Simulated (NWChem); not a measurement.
A series in which one site is exchanged, each optimised at PBE0/def2-SVP with NWChem, gas phase unless a solvent is named. This build's default masses of Se (78.918 u) and Br (79.917 u) are each other's, which moves their modes by up to 0.6 %. Some are not confirmed as minima by frequencies. def2 effective core potentials on Cd, Te; no spin-orbit coupling.

A: [CH3][Cd][F] (CH$_{3}$CdF; site = Cd)
B: C[Se]F (CH$_{3}$FSe; site = Se)
C: C[Te]F (CH$_{3}$FTe; site = Te)
D: [CH3][Mg][F] (CH3FMg; site = Mg)

```tsv
quantity	A	B	C	D
dipole (D), PBE0/def2-SVP	2.95	2.51	2.81	…
orbital gap (eV), PBE0/def2-SVP	7.77	5.08	4.12	…
vertical ionisation energy, ΔSCF, PBE/def2-SVP (eV)	10.55	8.77	8.22	…
static polarisability, PBE/def2-SVPD (bohr³)	45.2	43.8	56.0	…
```

Task: Complete the blanks.

Result: 
- dipole (D), PBE0/def2-SVP, D: 2.06
- orbital gap (eV), PBE0/def2-SVP, D: 6.65
- vertical ionisation energy, ΔSCF, PBE/def2-SVP (eV), D: 9.97
- static polarisability, PBE/def2-SVPD (bohr³), D: 40.3
